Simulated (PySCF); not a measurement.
From one molecule to another.

First species: mecrylate, C5H5NO2.
InChI=1S/C5H5NO2/c1-4(3-6)5(7)8-2/h1H2,2H3

Second species: C₂H₈Si₃.
Bonds: C1–C2 (triple), C2–Si3, Si3–Si4, Si4–Si5. Hydrogens: H6 on C1; H7, H8 on Si3; H9, H10 on Si4; H11, H12, H13 on Si5.

Levels: PBE0/def2-SVPD for dipole moment, HOMO energy, LUMO energy, HOMO–LUMO gap, static isotropic polarisability and electronic spatial extent ⟨r²⟩ about the centre of nuclear charge; TDDFT PBE0/def2-SVPD for lowest singlet excitation; TDA PBE0/def2-SVPD for lowest triplet excitation (Tamm–Dancoff); GFN2-xTB for rotational constant A and rotational constant C. Geometries: GFN2-xTB. Each species is one conformer at its optimised geometry, gas phase, non-relativistic unless stated. Electronic properties by PySCF.

Dipoles, sizes and rotational constants follow the conformer. The torsions of the flexible species, by atom-mapped SMILES:
- `[CH2:1]=[C:2]([C:3]#[N:4])[C:5](=[O:6])[O:7][CH3:8]`: C1–C2–C5–O6 0°, C2–C5–O7–C8 180°
- `[CH:1]#[C:2][SiH2:3][SiH2:4][SiH3:5]`: C2–Si3–Si4–Si5 58°

```tsv
property	column X	column Y
dipole moment	0.29 D	2.27 D
HOMO energy	-7.95 eV	-8.68 eV
LUMO energy	-0.61 eV	-2.51 eV
HOMO–LUMO gap	7.34 eV	6.17 eV
lowest singlet excitation	6.00 eV	4.66 eV
lowest triplet excitation (Tamm–Dancoff)	4.94 eV	3.38 eV
static isotropic polarisability	110.2 au	71.0 au
electronic spatial extent ⟨r²⟩ about the centre of nuclear charge	1216 bohr²	980 bohr²
rotational constant A	3.274 GHz	3.200 GHz
rotational constant C	0.984 GHz	1.143 GHz
```

Question: Which column belongs to which species?

Answer: Column X is the second species and column Y the first. The first has 13 atoms and 58 electrons, the second 13 and 62.

Question: How does each property change from the first species to the second?

Answer: dipole moment -1.98 D; HOMO energy +0.73 eV; LUMO energy +1.90 eV; HOMO–LUMO gap +1.17 eV; lowest singlet excitation +1.34 eV; lowest triplet excitation (Tamm–Dancoff) +1.56 eV; static isotropic polarisability +39.2 au; electronic spatial extent ⟨r²⟩ about the centre of nuclear charge +236 bohr²; rotational constant A +0.074 GHz; rotational constant C -0.159 GHz.

On the first: The vertical singlet–triplet gap S1 − T1 is 1.28 eV (TDDFT singlet less Tamm–Dancoff triplet; S1: HOMO−1→LUMO, weight 0.96; T1: HOMO→LUMO, weight 0.93).

On the second: No computed singlet falls in the visible range (750 to 380 nm, 1.65 to 3.26 eV); S1 lies 2.74 eV above its blue end.
